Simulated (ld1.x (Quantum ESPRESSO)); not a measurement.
## Reading a pseudo-wave (copper (Cu))

Columns: radius, all-electron u(r) and pseudo u(r) of the 3p shell (level -72.14 eV) of copper in the configuration [Ne] 3s2 3p6 3d10 4s1 4p0; PBE, scalar-relativistic, PAW scheme, ld1.x (Quantum ESPRESSO) 7.5.

```csv
r (bohr),all-electron,pseudo
0.075,0.5127,-0.0200
0.150,0.6175,-0.0779
0.225,0.2380,-0.1683
0.300,-0.2712,-0.2824
0.375,-0.7097,-0.4096
0.450,-1.0125,-0.5380
0.525,-1.1810,-0.6565
0.600,-1.2423,-0.7552
0.675,-1.2282,-0.8268
0.750,-1.1661,-0.8668
0.825,-1.0771,-0.8746
0.900,-0.9754,-0.8523
0.975,-0.8708,-0.8049
1.050,-0.7690,-0.7394
1.125,-0.6736,-0.6634
1.200,-0.5863,-0.5841
1.275,-0.5077,-0.5076
1.350,-0.4379,-0.4380
1.425,-0.3765,-0.3765
1.500,-0.3228,-0.3228
1.575,-0.2762,-0.2762
1.650,-0.2359,-0.2359
1.725,-0.2011,-0.2011
1.800,-0.1713,-0.1713
1.875,-0.1457,-0.1457
1.950,-0.1238,-0.1238
```

(1) How many radial nodes do the two functions have?

(2) At about which radius was the pseudo-wave matched?

(3) Is the pseudo-wave norm-conserving?

Results:

(1) The all-electron 3p function has n − l − 1 = 1; the pseudo-wave has 0, since the states of the same l below it are removed with the core.

(2) 1.40 bohr. The columns agree to 0.0005 from 1.27 bohr on; several derivatives are matched, so the curves merge somewhat inside the radius.

(3) No, it belongs to a PAW set: the norm inside the radius is not constrained, and the difference is carried by the augmentation charge.
